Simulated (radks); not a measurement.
The numbers below are computed, except where a source is named.
Ionisation of Sn+, [Kr] 4d10 5s2 5p1, to Sn2+, [Kr] 4d10 5s2, under several functionals. Scalar-relativistic Kohn-Sham, spin-unpolarised, spherical densities, finite nucleus; a radial shooting solver on a logarithmic mesh with Libxc functionals.

functional,E(Sn+) (hartree),Exc (hartree),IE (eV),-e(HOMO) (eV),<r> HOMO (bohr),IE error (eV)
OLYP,-6179.22500,-167.11970,13.649,9.962,2.941,-0.984
TASK exchange with Perdew-Wang LDA correlation,-6176.34154,-163.68863,13.345,10.013,2.794,-1.288
"LDA (Slater exchange, Perdew-Zunger correlation)",-6171.44487,-159.16415,14.264,10.526,2.876,-0.369
SOGGA,-6173.66849,-161.40793,13.847,10.169,2.892,-0.786
HCTH/407,-6180.71709,-168.69941,13.999,10.318,2.927,-0.634

NIST Atomic Spectra Database: 14.633 eV (measured). Closest: LDA (Slater exchange, Perdew-Zunger correlation). The Delta-SCF values span 0.92 eV, the total energies 9.27 hartree. The highest occupied level is 5p. Spin polarisation and multiplet splitting are left out, so open shells lie too high by an amount that depends on their filling. Spin-orbit splitting is averaged out at the scalar-relativistic level.

Beside tabulated values, note that spin-unpolarised runs miss the spin-polarisation part of the exchange energy of open shells.
